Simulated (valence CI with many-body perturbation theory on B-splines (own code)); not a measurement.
Energy levels of Pt XXXVIII

Method: valence CI with perturbative core correlation (CI+MBPT): five valence electrons over a frozen Dirac-Fock core [Kr], radial functions for each j: 7 s, 7 p, 8 d, 6 f, 4 g, 1 h, with the one-electron correlation potential Σ1, the two-electron term Σ2, the three-electron term Σ3, Breit, model QED; selected CI, second order for the rest, scaled by the run's own slope (own B-spline code, finite nucleus).

The last digits are not significant, and no measured levels were compared; by estimate large intervals hold to a few tenths of a per cent, small ones and those within an open d or f shell to about a per cent. The list stops below the first excitations out of the core.

Levels 1 to 37 of 37, with energies above the lowest level, (4d3/2^4 4d5/2) J=5/2. "Leading %" is the weight of the configuration and term that name the level; weights of strongly mixed levels are sums over their largest components and can fall short. In the jj column 3d3/2^4 stands for four electrons in 3d with j = 3/2. Lifetimes count E1, E2, E3, M1 and M2 decay at the calculated energies, and are blank where another channel may lead or the interval is too uncertain; long ones can be off by a factor of two.

| No. | Configuration | Term | J | E (eV) | Leading % | Lifetime | g | Leading jj |
| --- | --- | --- | --- | --- | --- | --- | --- | --- |
| 1 | 4d5 | 4P | 5/2 | 0.000 | 26 |  | 1.320 | 4d3/2^4 4d5/2 (95 %) |
| 2 | 4d5 | 6S | 5/2 | 18.120 | 37 | 9.09 μs | 1.342 | 4d3/2^3 4d5/2^2 (91 %) |
| 3 | 4d5 | 4G | 7/2 | 23.089 | 34 | 17.5 μs | 1.166 | 4d3/2^3 4d5/2^2 (99 %) |
| 4 | 4d5 | 4D | 3/2 | 23.665 | 40 | 7.46 μs | 1.174 | 4d3/2^3 4d5/2^2 (98 %) |
| 5 | 4d5 | 2H | 11/2 | 24.136 | 43 |  | 1.110 | 4d3/2^3 4d5/2^2 (98 %) |
| 6 | 4d5 | 2G | 9/2 | 25.881 | 30 | 6.02 ms | 1.140 | 4d3/2^3 4d5/2^2 (96 %) |
| 7 | 4d5 | 2D | 5/2 | 27.117 | 30 | 176 μs | 1.135 | 4d3/2^3 4d5/2^2 (93 %) |
| 8 | 4d5 | 4P | 1/2 | 28.231 | 43 | 785 μs | 1.795 | 4d3/2^3 4d5/2^2 (90 %) |
| 9 | 4d5 | 2F | 7/2 | 29.031 | 40 | 280 μs | 1.078 | 4d3/2^3 4d5/2^2 (97 %) |
| 10 | 4d5 | 2D | 3/2 | 35.415 | 59 | 58.6 μs | 0.792 | 4d3/2^3 4d5/2^2 (88 %) |
| 11 | 4d5 | 6S | 5/2 | 40.973 | 32 | 3.93 μs | 1.297 | 4d3/2^2 4d5/2^3 (90 %) |
| 12 | 4d5 | 4D | 7/2 | 44.354 | 52 | 7.32 μs | 1.215 | 4d3/2^2 4d5/2^3 (99 %) |
| 13 | 4d5 | 2I | 11/2 | 45.039 | 50 | 10.7 μs | 1.091 | 4d3/2^2 4d5/2^3 (98 %) |
| 14 | 4d5 | 4G | 9/2 | 45.666 | 60 | 10.9 μs | 1.146 | 4d3/2^2 4d5/2^3 (96 %) |
| 15 | 4d5 | 4D | 1/2 | 46.930 | 77 | 5.88 μs | 0.491 | 4d3/2^2 4d5/2^3 (97 %) |
| 16 | 4d5 | 2I | 13/2 | 47.503 | 100 | 52.2 μs | 1.072 | 4d3/2^2 4d5/2^3 (100 %) |
| 17 | 4d5 | 4P | 3/2 | 47.867 | 53 | 3.89 μs | 1.178 | 4d3/2^2 4d5/2^3 (97 %) |
| 18 | 4d5 | 2F | 5/2 | 48.290 | 42 | 7.25 μs | 1.020 | 4d3/2^2 4d5/2^3 (96 %) |
| 19 | 4d5 | 2H | 9/2 | 50.846 | 52 | 5.75 μs | 1.108 | 4d3/2^2 4d5/2^3 (99 %) |
| 20 | 4d5 | 2G | 7/2 | 51.610 | 61 | 20.0 μs | 0.987 | 4d3/2^2 4d5/2^3 (99 %) |
| 21 | 4d5 | 4F | 5/2 | 52.160 | 63 | 5.67 μs | 1.051 | 4d3/2^2 4d5/2^3 (98 %) |
| 22 | 4d5 | 2D | 3/2 | 52.553 | 85 | 14.1 μs | 0.854 | 4d3/2^2 4d5/2^3 (88 %) |
| 23 | 4d5 | 4P | 1/2 | 54.762 | 42 | 7.12 μs | 1.778 | 4d3/2^2 4d5/2^3 (84 %) |
| 24 | 4d5 | 2G | 7/2 | 55.094 | 46 | 10.3 μs | 1.039 | 4d3/2^2 4d5/2^3 (95 %) |
| 25 | 4d5 | 2G | 9/2 | 58.439 | 78 | 18.3 μs | 1.105 | 4d3/2^2 4d5/2^3 (96 %) |
| 26 | 4d5 | 2P | 3/2 | 64.129 | 74 |  | 1.188 | 4d3/2^2 4d5/2^3 (97 %) |
| 27 | 4d5 | 2D | 5/2 | 65.340 | 70 | 7.19 μs | 1.221 | 4d3/2^2 4d5/2^3 (82 %) |
| 28 | 4d5 | 2F | 5/2 | 67.869 | 31 | 2.57 μs | 1.194 | 4d3/2 4d5/2^4 (86 %) |
| 29 | 4d5 | 2F | 7/2 | 71.299 | 29 | 3.53 μs | 1.189 | 4d3/2 4d5/2^4 (99 %) |
| 30 | 4d5 | 2H | 11/2 | 72.451 | 56 | 4.36 μs | 1.073 | 4d3/2 4d5/2^4 (99 %) |
| 31 | 4d5 | 2D | 3/2 | 72.467 | 31 | 2.82 μs | 0.981 | 4d3/2 4d5/2^4 (97 %) |
| 32 | 4d5 | 2G | 9/2 | 75.014 | 55 | 5.02 μs | 1.116 | 4d3/2 4d5/2^4 (96 %) |
| 33 | 4d5 | 2D | 5/2 | 76.755 | 62 | 4.40 μs | 1.111 | 4d3/2 4d5/2^4 (91 %) |
| 34 | 4d5 | 2G | 7/2 | 78.020 | 54 | 4.96 μs | 1.009 | 4d3/2 4d5/2^4 (97 %) |
| 35 | 4d5 | 2P | 1/2 | 80.971 | 52 | 4.78 μs | 1.254 | 4d3/2 4d5/2^4 (90 %) |
| 36 | 4d5 | 2D | 3/2 | 87.467 | 75 | 3.49 μs | 0.867 | 4d3/2 4d5/2^4 (94 %) |
| 37 | 4d5 | 2D | 5/2 | 97.981 | 41 | 1.98 μs | 1.154 | 4d5/2^5 (94 %) |

The ionisation energy to 4d4 3P_0 of the next ion comes out as 1681.2 eV (NIST: 1680 ± 4 eV (theoretical)). All 37 levels together are meant to be complete up to 137.759 eV.
